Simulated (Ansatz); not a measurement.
SbMe2Cl (C₂H₆ClSb), relaxed as a singlet with RKS PBE-D4/def2-SVP in Ansatz, starting from the GFN2-xTB geometry. Force threshold 0.02 eV/Å.

In the def2 sets Sb takes a core potential; there is no spin–orbit coupling.

Start:

```xyz
10

Sb   -0.828   -1.071    0.052
C     1.205   -0.737    0.737
H     1.183   -0.176    1.663
H     1.745   -0.178   -0.019
H     1.698   -1.686    0.904
C    -1.169    1.051   -0.251
H    -2.074    1.199   -0.827
H    -0.326    1.472   -0.787
H    -1.274    1.539    0.711
Cl   -0.161   -1.412   -2.184
```

| step | energy (eV) | largest force component (eV/Å) | SCF passes |
| --- | --- | --- | --- |
| 1 | -21219.3243 | 0.796 | 26 |
| 2 | -21219.3920 | 0.357 | 27 |
| 3 | -21219.4114 | 0.256 | 28 |
| 4 | -21219.4125 | 0.180 | 30 |
| 5 | -21219.4157 | 0.023 | 29 |
| 6 | -21219.4158 | 0.016 | 30 |

Force components are those of the run's own axes.

End:

```xyz
10

Sb   -0.8215   -1.0682    0.0367
C     1.2192   -0.7458    0.7584
H     1.1811   -0.1990    1.7222
H     1.7720   -0.1492    0.0079
H     1.7243   -1.7189    0.9076
C    -1.1825    1.0697   -0.2587
H    -2.1344    1.2145   -0.8036
H    -0.3482    1.4981   -0.8458
H    -1.2453    1.5691    0.7291
Cl   -0.1647   -1.4704   -2.2537
```

By distances, no bond broke or formed. The bond that changes most is Sb1–Cl10, from 2.36 to 2.42 Å (atoms count from 1).

No frequencies were taken in this run, so the end may be a saddle point.

It took 14 s on 2 threads of Arm Neoverse V1 on a shared host.
